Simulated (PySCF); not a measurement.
Input of a response calculation (the driver script's job line, then coordinates in Å):

```
{"job": {"kind": "uv", "xc": "CAM-B3LYP", "basis": "def2-SVPD", "nstates": 8, "ntriplets": 3}, "charge": -1, "multiplicity": 1}
N     -3.484472     0.430436     0.442937
C     -2.336104     0.352737     0.342237
C     -0.966507     0.237306     0.205763
C     -0.267548    -0.717967    -0.505194
C      1.111321    -0.554793    -0.443177
C      1.515648     0.525869     0.313172
Se     3.238077     1.068575     0.633093
S      0.136870     1.367085     0.969493
H     -0.761764    -1.507254    -1.049426
H      1.823362    -1.197340    -0.931427
```

The program printed:

```
coarse grid: 49616 points
cycle   1  E = -3045.6039500619  dE =  6.690e-01  |g| = 5.495e-01  |ddm| = 6.593e+00
cycle   2  E = -3045.5027646199  dE =  1.012e-01  |g| = 9.166e-01  |ddm| = 2.478e+00
cycle   3  E = -3045.6986564826  dE = -1.959e-01  |g| = 9.755e-02  |ddm| = 1.413e+00
cycle   4  E = -3045.7007571125  dE = -2.101e-03  |g| = 5.058e-02  |ddm| = 2.949e-01
cycle   5  E = -3045.7013286716  dE = -5.716e-04  |g| = 1.605e-02  |ddm| = 1.181e-01
cycle   6  E = -3045.7013867172  dE = -5.805e-05  |g| = 5.095e-03  |ddm| = 5.874e-02
cycle   7  E = -3045.7013937115  dE = -6.994e-06  |g| = 1.654e-03  |ddm| = 1.620e-02
final grid: 102600 points
cycle   8  E = -3045.7013847236  dE =  2.798e-07  |g| = 2.484e-03  |ddm| = 9.599e-03
cycle   9  E = -3045.7013823207  dE =  2.403e-06  |g| = 3.873e-03  |ddm| = 1.363e-02
cycle  10  E = -3045.7013864162  dE = -4.096e-06  |g| = 2.016e-04  |ddm| = 8.465e-03
cycle  11  E = -3045.7013864304  dE = -1.416e-08  |g| = 8.658e-05  |ddm| = 4.792e-04
cycle  12  E = -3045.7013864372  dE = -6.819e-09  |g| = 3.019e-05  |ddm| = 6.009e-04
cycle  13  E = -3045.7013864374  dE = -2.383e-10  |g| = 1.108e-05  |ddm| = 6.416e-05
converged SCF energy = -3045.7013864374

Static polarisability (au): isotropic 143.130, principal 80.959 116.390 232.041

Singlet excitations
state   eV       nm        f      main configurations
  1   3.1639    391.9   0.00013   H-1->L 0.95
  2   3.2126    385.9   0.34663   H->L 0.96
  3   4.1209    300.9   0.02512   H->L+2 0.53, H->L+1 0.27, H->L+4 0.12
  4   4.2759    290.0   0.00199   H->L+1 0.64, H->L+2 0.23
  5   4.2979    288.5   0.00096   H->L+3 0.37, H->L+4 0.29, H->L+2 0.16
  6   4.3893    282.5   0.05744   H-1->L+2 0.55, H-1->L+1 0.38
  7   4.6975    263.9   0.01248   H->L+4 0.36, H->L+3 0.22, H->L+7 0.14
  8   4.8112    257.7   0.05414   H-1->L+3 0.27, H-1->L+2 0.23, H-1->L+1 0.20

Triplet excitations (Tamm-Dancoff, eV): 2.1530 3.0573 3.9713
```

Method: PySCF, TDDFT CAM-B3LYP/def2-SVPD, vertical, gas phase, core orbitals frozen in the response. Isolated species at its GFN2-xTB geometry, gas phase. The CAM-B3LYP/def2-SVPD calculation is non-relativistic and has no spin–orbit coupling, an omission that weighs most on selenium.

(1) What transition dipole goes with state 2?

(2) What is the polarisability anisotropy, √(½[(α1 − α2)² + (α2 − α3)² + (α3 − α1)²])?

(3) What is the total energy of state 2 at this geometry?

(4) How much of the mean polarisability do the listed states account for?

(5) Give the mean polarisability in Å³.

(6) Write the structure that the coordinates describe.

## Answers

(1) |μ|² = 3f / (2ΔE) = 3 × 0.3466 / (2 × 0.1181) ≈ 4.404 au, so |μ| = 5.33 D.

(2) 136.85 au.

(3) -3045.70139 + 0.11806 = -3045.58333 hartree.

(4) The sum over states Σ f/ΔE² (ΔE in hartree) gives 30.45 au, 21% of the total; the rest comes from higher roots of the same response equations.

(5) 143.13 au × 0.148185 = 21.21 Å³.

(6) `N#Cc1ccc([Se-])s1` ([C5H2NSSe]-), point group Cs.

The SCF starts on a coarse grid; the energy jumps when the final grid takes over, and dE counts afresh there. H and L stand for HOMO and LUMO.
